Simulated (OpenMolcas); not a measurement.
# Ne4+: from RASSCF to RASPT2

```json
{"Program": "OpenMolcas 26.06", "Basis": "ANO-RCC-VQZP [5s4p3d2f1g]", "Scalar Hamiltonian": "DKH2, point nucleus", "Active space": "2 electrons in 9 orbitals (RAS2 2p; RAS3 3s 3d, at most 1 electron)", "State averaging": "2S+1 = 3 even, 3 roots; 2S+1 = 1 even, 6 roots", "Spin-orbit coupling": "state interaction with AMFI integrals over the reference wave functions, term energies averaged over their components"}
```

Methods on the same reference wave functions:
A. RASSCF
B. SS-RASPT2, IPEA 0.25 Eh, imaginary shift 0.1 Eh (closed shells correlated: 1s 2s)

Energies in cm⁻¹ above 2s² 2p² ³P₀, the measured ground level; measured values from NIST levels in Podobedova, Fuhr, Reader and Wiese, J. Phys. Chem. Ref. Data 33, 525 (2004).

| Level | A | B | Measured |
| --- | --- | --- | --- |
| 2s² 2p² ³P₀ | 0.0 | 0.0 | 0.0 |
| 2s² 2p² ³P₁ | 402 | 404 | 412 |
| 2s² 2p² ³P₂ | 1166 | 1168 | 1110 |
| 2s² 2p² ¹D₂ | 32979 | 30730 | 30292 |
| 2s² 2p² ¹S₀ | 80806 | 71010 | 63914 |

Deviations, from unrounded energies. A percentage is the sum of absolute deviations over the sum of measured energies, with the sign that they share, or ± where signs differ.

```csv
Against measurement,Levels,A,B
mean absolute deviation (cm-1),4,4900,1900
fine structure of the ground term (%),2,±4.4,±4.4
other terms of the ground configuration (%),2,+20.8,+8.0
```

B lies closest to measurement on these levels. The largest miss of B in the table is 2s² 2p² ¹S₀, by +7100 cm-1. The ranking rests on the paired levels alone, and a cruder setting can come out closer through cancelling errors.

From A to B the spin-free energies of the other terms of 2s² 2p² shown, above ³P, scale by factors of 0.88 to 0.93.

The lowest spin-free term lies below A's lowest term by 0.115 hartree in B.

Term energies are means over components that CASPT2 splits; among the terms shown or strongly mixed into the levels shown the widest spread is 70 cm-1 (2s² 2p² ¹D, B). With the s shell closed, the reference lacks s² → p² mixing. Measured partners are found by configuration, term and J. A level has none where our copy of the source lacks it or the pairing is in doubt (some pairs that miss far off the trend of their configuration count as doubtful), and it then counts in no deviation. Levels of configurations outside the active space are missing.
